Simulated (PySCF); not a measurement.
Molecule: isopropyl acetate, C$_{5}$H$_{10}$O$_{2}$.

Bonds (- single, = double, # triple, : aromatic): C1-C2, C2=O3, C2-O4, O4-C5, C5-C6, C5-C7. C1 carries H8, H9, H10; C5 carries H11; C6 carries H12, H13, H14; C7 carries H15, H16, H17.

Geometry PBE0-D3(BJ)/def2-SVP throughout; GIAO in PySCF, gas phase, one conformer, non-relativistic; equivalent atoms averaged; basis pcSseg-1.

For orientation, WP04 gives these absolute shieldings σ: C2 -3.3, C5 101.0, C1 148.3, C6/C7 149.3, O3 -115.9, O4 83.5, H11 26.93, H8/H9/H10 29.59, H12/H13/H14/H15/H16/H17 30.37 ppm.

A run gave: C2 10.5, C5 111.1, C1 158.1, C6/C7 157.4, O3 -111.6, O4 76.8, H11 26.36, H8/H9/H10 29.26, H12/H13/H14/H15/H16/H17 30.04 ppm (absolute shieldings σ).

**Question.** Which functional was used in that run?
A. PBE0
B. wB97X-D
C. KT3
D. PBE
E. BHandHLYP

**Answer.** D. O4 tells them apart best: PBE gives 76.8, KT3 gives 90.4, wB97X-D gives 99.6, PBE0 gives 94.0, BHandHLYP gives 107.7 ppm.
